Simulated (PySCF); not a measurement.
HO3, SMILES [O]OO, multiplicity 2. The structure is a stationary point at TPSSh-D3(BJ)/def2-TZVP. One conformer was computed; it need not be the lowest.

Level of theory: TPSSh-D3(BJ)/def2-TZVP in PySCF.

Harmonic wavenumbers (cm⁻¹): 198, 442, 649, 1211, 1383, 3701. Rotational constants (GHz): 74.60, 10.89, 9.501; symmetry number 1.

Problem. Work out the zero-point energy and the ideal-gas rigid-rotor harmonic-oscillator thermochemistry at 298.15 K and 1 atm.

Solution. ZPE = ½ Σ hcν = ½ × 7583 cm⁻¹ = 10.84 kcal/mol. H − E(el) = 13.83 kcal/mol. Entropy in cal/(mol K): translation 37.59, rotation 21.26, vibration 3.41, spin 1.38, total 63.64. G − E(el) = -5.14 kcal/mol. Cp = 12.41 cal/(mol K).
